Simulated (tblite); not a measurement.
Species: C3H12N2Si (charge +1 and doublet state).
Structure used (GFN2-xTB), in Å, numbered top down from 1:
```xyz
18
C3H12N2Si angstrom
C     -3.084    0.550   -0.125
C     -1.935   -0.430    0.071
N     -0.677    0.154   -0.258
Si     0.690   -0.585   -1.038
N      2.065   -0.302   -0.012
C      3.321    0.274   -0.359
H     -4.020    0.075    0.150
H     -2.959    1.438    0.491
H     -3.135    0.858   -1.167
H     -2.070   -1.333   -0.529
H     -1.937   -0.744    1.127
H     -0.604    1.108    0.076
H      0.458   -2.023   -1.085
H      0.904    0.133   -2.288
H      1.977   -0.451    0.986
H      4.138   -0.348    0.021
H      3.408    0.370   -1.437
H      3.450    1.262    0.099
```

Computed with GFN2-xTB (tblite): harmonic, unscaled wavenumbers at the GFN2-xTB geometry, gas phase. This tight-binding method is rough: wavenumbers can miss measured ones by several per cent, in bad cases by 10 to 20. Modes of hydrogen on silicon can be 10 to 20 % off. One conformer, not necessarily the lowest. Open shells enter through the occupations alone, without spin polarisation, and single modes of such species can be off by tens of per cent.

Harmonic wavenumbers (cm⁻¹): 39.7, 45.6, 55.7, 130.0, 155.2, 202.0, 257.1, 285.4, 366.4, 442.3, 507.1, 522.3, 555.6, 663.7, 680.6, 722.7, 758.9, 809.5, 978.7, 1032.9, 1049.8, 1052.3, 1058.2, 1116.7, 1165.4, 1192.9, 1252.2, 1304.0, 1331.0, 1388.5, 1393.3, 1409.2, 1411.1, 1447.9, 1455.8, 1469.6, 2291.2, 2294.9, 2832.0, 2911.7, 2950.3, 2974.9, 3035.8, 3042.4, 3056.5, 3065.7, 3376.7, 3391.7.

A = 9118, B = 1054, C = 1019 MHz; mass 104.077 u (most abundant isotopes); point group C1, symmetry number 1; spin multiplicity 2.

Question: What is the zero-point energy?

Answer: Half the sum of the wavenumbers: 32467 cm⁻¹ = 388.39 kJ/mol.

Question: What is S at 298.15 K and 1 bar for an ideal gas of classical rigid rotors and harmonic oscillators?

Answer: Translation 166.79, rotation 116.67, vibration 132.15, spin (R ln 2) 5.76: S = 421.4 J/(mol K).

Question: And Cp and H(298.15 K) − H(0)?

Answer: Cp = 154.58 J/(mol K), of which vibrations give 121.32 (their classical limit is 48 R = 399.1); H(298.15 K) − H(0) = 29.24 kJ/mol without the zero-point energy, 19.33 from vibrations.

Question: Blend soft modes into free rotors: weight 1/[1 + (100 cm⁻¹/ν̃)⁴] for the oscillator and the rest for a rotor with moment μB/(μ + B), μ = h/(8π²ν), B = 10⁻⁴⁴ kg m². What vibrational entropy results?

Answer: 115.67 J/(mol K) in place of 132.15, which changes −T·S at 298.15 K by +4.91 kJ/mol.

Question: Which modes carry the vibrational entropy at 298.15 K?

Answer: 39.7 cm⁻¹: 22.07; 45.6 cm⁻¹: 20.92; 55.7 cm⁻¹: 19.26; 130.0 cm⁻¹: 12.33; 155.2 cm⁻¹: 10.91; 202.0 cm⁻¹: 8.85 J/(mol K); the other 42 give 37.81 together.

Hindered rotation and anharmonicity are outside this model. Other conformers, if any are populated, would add a mixing term that is left out. The structure is chiral; the term R ln 2 for an equal mix with its mirror image is left out.
